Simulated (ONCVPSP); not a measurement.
## What one change does to a pseudopotential (As (Z = 33), ONCV)

- Element: As
- Generator: ONCVPSP 4.0.1
- Type: optimised norm-conserving Vanderbilt (ONCV)
- Functional: BLYP
- Relativity: scalar-relativistic
- Frozen core: [Ar] 3d10
- Valence charge: 5
- Reference configuration: 4s2 4p3
- Partial waves: 4s: rc 1.30 bohr, ncon 4, nbas 9, qcut 5 1/bohr, 2 projectors, debl 1 Ha; 4p: rc 2.05 bohr, ncon 3, nbas 6, qcut 3.4 1/bohr, 1 projector; d scattering state at 0.06 Ha: rc 1.80 bohr, ncon 3, nbas 7, qcut 4.8 1/bohr, 3 projectors, debl 3.1 Ha
- Local potential: polynomial inside 1.15 bohr (lpopt 5, dvloc0 -1 Ha)
- Core correction: Teter function, fcfact 2, rcfact 1.8

All-electron outer shells of the reference configuration (BLYP, scalar-relativistic, ld1.x):

```json
{"shell": "3p", "level (eV)": "-133.43", "outermost node (bohr)": "0.22", "outermost maximum (bohr)": "0.52"}
{"shell": "3d", "level (eV)": "-40.52", "outermost node (bohr)": "–", "outermost maximum (bohr)": "0.47"}
{"shell": "4s", "level (eV)": "-14.41", "outermost node (bohr)": "0.73", "outermost maximum (bohr)": "1.61"}
{"shell": "4p", "level (eV)": "-5.07", "outermost node (bohr)": "0.78", "outermost maximum (bohr)": "1.97"}
```

Change: core [Ar], valence charge 15; reference 3d10 4s1 4p4; waves now 4s: rc 1.40 bohr, ncon 4, nbas 7, qcut 5.4 1/bohr, 2 projectors, debl 2.2 Ha; 4p: rc 1.45 bohr, ncon 3, nbas 7, qcut 4.7 1/bohr, 2 projectors, debl 1.8 Ha; 3d: rc 0.80 bohr, ncon 4, nbas 9, qcut 20.9 1/bohr, local; f scattering state at 0.33 Ha: rc 1.60 bohr, ncon 3, nbas 6, qcut 6.4 1/bohr, 3 projectors, debl 2.3 Ha; local potential the d channel.

Cutoffs: the cutoffs (Ha) at which the residual kinetic energy of the hardest occupied pseudo-wave falls to 1 and 0.1 mHa per electron; they do not see the model core or the augmentation charge, which bear on the density cutoff. Errors are all-electron minus pseudo energies relative to the spin-unpolarised reference configuration.

**Question.** What does the change do?

**Answer.** The potential gets harder (30 Ha and 135 Ha → 166 Ha and 186 Ha); the bound ghosts move from s to p, s; the lowest positive-energy flag moves from d at 41.5 eV to s at 275.6 eV. The added semicore shells are compact, so their waves need more plane waves. Several settings change at once here, so the effects cannot be laid on one of them.

| quantity | base | changed |
| --- | --- | --- |
| cutoff, loose | 30 Ha | 166 Ha |
| cutoff, tight | 135 Ha | 186 Ha |
| bound ghosts | s | s, p |
| GHOST(+) flags under 300 eV | d at 41.5 eV, s at 132.4 eV | s at 275.6 eV |
| largest error over its own tests, meV | -392 | -664 |
| rms error of d²Exc/dni dnj with the model core, mHa | 0.96 | 2.81 |

Base: The cutoffs count occupied waves only; projector 3 of the d channel, the hardest unoccupied one, needs 168 Ha at the loose tolerance. A true bound ghost makes a file unfit for plane-wave use even where its test errors are small: the radial tests pick states by their node count and pass the ghost by.
